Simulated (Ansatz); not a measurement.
Single points on Ge₁₃F₂₀⁻.

```yaml
crystal:
  periodic: [false, false, false]
  atoms:
    - {symbol: Ge, position_ang: [0.525736, -3.590241, 0.317584]}
    - {symbol: Ge, position_ang: [-2.373419, 2.373008, -1.937372]}
    - {symbol: Ge, position_ang: [0.855164, -0.856475, -2.179242]}
    - {symbol: Ge, position_ang: [-2.296698, -0.666476, 0.410640]}
    - {symbol: Ge, position_ang: [0.802285, -0.802382, 3.029018]}
    - {symbol: Ge, position_ang: [0.666973, 2.297837, 0.409996]}
    - {symbol: Ge, position_ang: [3.587823, -0.522183, 0.318501]}
    - {symbol: Ge, position_ang: [-3.918807, 0.783270, -0.786364]}
    - {symbol: Ge, position_ang: [-0.956207, -2.129241, -1.056637]}
    - {symbol: Ge, position_ang: [2.221902, -2.220981, 1.531830]}
    - {symbol: Ge, position_ang: [-0.783707, 3.919768, -0.787486]}
    - {symbol: Ge, position_ang: [2.127065, 0.956916, -1.058533]}
    - {symbol: Ge, position_ang: [-0.712121, 0.713371, 1.737008]}
    - {symbol: F, position_ang: [1.151343, -4.984116, -0.526931]}
    - {symbol: F, position_ang: [-0.451995, -4.232416, 1.630716]}
    - {symbol: F, position_ang: [-2.598901, 2.597215, -3.655083]}
    - {symbol: F, position_ang: [-1.061137, 1.061549, -1.864473]}
    - {symbol: F, position_ang: [2.110248, -2.109421, -1.752893]}
    - {symbol: F, position_ang: [0.816743, -0.819728, -3.924976]}
    - {symbol: F, position_ang: [-3.169196, -1.654065, 1.584748]}
    - {symbol: F, position_ang: [-0.213466, -1.766512, 4.079436]}
    - {symbol: F, position_ang: [1.761631, 0.206954, 4.089367]}
    - {symbol: F, position_ang: [1.655636, 3.170076, 1.583341]}
    - {symbol: F, position_ang: [4.986717, -1.143509, -0.521054]}
    - {symbol: F, position_ang: [4.221950, 0.457153, 1.634574]}
    - {symbol: F, position_ang: [-4.933362, -0.049836, -1.939659]}
    - {symbol: F, position_ang: [-5.006952, 1.617960, 0.296963]}
    - {symbol: F, position_ang: [-1.956080, -2.979581, -2.228986]}
    - {symbol: F, position_ang: [3.245110, -3.243372, 2.535089]}
    - {symbol: F, position_ang: [0.049495, 4.935079, -1.940027]}
    - {symbol: F, position_ang: [-1.618755, 5.007866, 0.295854]}
    - {symbol: F, position_ang: [2.977512, 1.955658, -2.231811]}
    - {symbol: F, position_ang: [-1.714529, 1.714858, 2.795561]}
basis:
  gaussian: {orbitals: def2-TZVP, fitting: {mean_field: def2-universal-jkfit}, initial_orbitals: start.molden}
total_charge: -1
magnetization: {spin_polarized: true, initial_magnetization: 1}
hamiltonian: {xc: {name: r2SCANh}, dispersion: d4}
scf: {omitted_lower_state_checks: [starts]}
output: {orbitals: {seedname: orbitals}}
```

The file start.molden holds the orbitals of an earlier run on this structure, at another level or in another basis.

```sh
$ ansatz run in.yaml --threads 11 --pin off --events-out ev --progress --plain --max-ram 174080MiB --backend cuda --devices 0, --max-vram 75GiB
```

Shortened log:

```
Functional definition: r2SCANh
4998 factors; integrals over basis functions are off by at most 1.6e0 eV
mean field evaluation 1: about -789099.8480 eV, gradient 1.3e1 eV
mean field evaluation 2: about -789100.0156 eV, gradient 2.6e-1 eV
mean field evaluation 4: about -789100.0596 eV, gradient 2.1e-2 eV
mean field evaluation 8: about -789100.0596 eV, gradient 1.1e-5 eV
mean field -789100.05960466 eV, -28998.8923192401 hartree, gradient 1.1e-5 eV, S^2 0.752568; 0 other end points of the search recorded, 0 dependent functions left out
reference -789100.05962285 eV, -28998.8923199085 hartree; 299, 298 occupied and 945, 946 virtual orbitals, 4998 factors
Total energy: -789100.81845912 eV, -28998.9202066273 hartree
Checks for a lower state left out: starts
```

Run time 28 s (11 threads of AMD EPYC 7R13 on a shared host and a whole NVIDIA H100 80GB HBM3), peak host memory 2.1 GiB.

First input, but with `hamiltonian: {xc: pbe, dispersion: d4}` (abridged; 14 s):

```
Functional definition: PBE
mean field -788969.74921539 eV, -28994.1035007622 hartree, gradient 2.9e-5 eV, S^2 0.751295
Total energy: -788972.15922453 eV, -28994.1920669645 hartree
Checks for a lower state left out: starts
```

As the first input, with `gaussian: {orbitals: def2-TZVP, fitting: {mean_field: def2-universal-jkfit}}`, `hamiltonian: {xc: pbe0, dispersion: d4}` (abridged; 23 s):

```
Functional definition: PBE0
mean field evaluation 16: about -788986.2227 eV, gradient 7.8e-3 eV
mean field -788986.22269036 eV, -28994.7088898012 hartree, gradient 2.1e-5 eV, S^2 0.752186
Total energy: -788988.41255668 eV, -28994.7893659042 hartree
Checks for a lower state left out: starts
```

Geometry: PBE-D4/def2-SVP, that of the neutral singlet.

Single mean-field runs in def2-TZVP are fitted with def2-universal-jkfit.
